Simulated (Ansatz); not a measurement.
Consider the ligand exchange at the Si–C bond: `O[SiH2]C[Si](O)(F)F` + H–F → `O[SiH2]F` + `C[Si](O)(F)F`.

Gas-phase electronic energies from Ansatz, PBE0-D4/def2-TZVP geometries. CBS: MP2 limit from def2 TZ/QZ plus the TZ coupled-cluster correction, frozen cores. This one scheme is used for every species. One conformer a species, not always the lowest.

```tsv
level	ΔE (kcal/mol)
HF/def2-QZVPP	-41.1
CCSD/CBS(def2)	-33.6
```

Question: What does CCSD(T)/CBS give? (Best estimate.)

Answer: The calculation gave: -32.5 kcal/mol. The listed levels differ from it by -8.6, -1.1 kcal/mol.

Largest T1 diagnostic among the species: 0.011.

The D4 term adds +3.7 kcal/mol with B3LYP and +2.1 kcal/mol with PBE0; it sums over pairs of atoms, weighted by their polarisabilities, and B3LYP, whose exchange is more repulsive, gets the larger term. In def2-TZVPP, CCSD(T) changes the Hartree–Fock value by +7.9 kcal/mol (the triples alone add +1.1 kcal/mol) and MP2 by +8.1 kcal/mol.

B3LYP here is the variant with VWN-RPA as its local correlation; programs differ in this.
